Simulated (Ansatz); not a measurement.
Isomers of HfSe2⁺ (doublet), relaxed with PBE0-D4/def2-TZVP; total energies from Ansatz at ωB97X-V/def2-TZVP.

| isomer | description | energy (Eh) |
| --- | --- | --- |
| A | point group C2v; 2 × Hf–Se 2.34 to 2.35 Å | -4850.40106 |
| B | point group C2v; 2 × Hf–Se 2.43 Å; 1 × Se–Se 2.40 Å | -4850.40035 |

In the def2 sets Hf takes a core potential; there is no spin–orbit coupling.

The isomers come from a short search, and lower ones may exist.

Work out the relative energies (1 Eh = 2625.5 kJ/mol) and the Boltzmann populations at 1200 K from electronic energies alone (R = 8.314 J/mol/K).

ΔE: A 0.0, B 1.9 kJ/mol. RT = 9.98 kJ/mol. Factors exp(−ΔE/RT): A 1, B 0.827; sum 1.827. Populations: A 54.7 %, B 45.3 %. Zero-point energy, vibrational entropy and symmetry numbers are left out and can shift these; an error of 4 kJ/mol changes a ratio by a factor of 1.5. Over the other density-functional and correlated levels in def2 sets, the gap between A and B ranges from 2 to 15 kJ/mol.
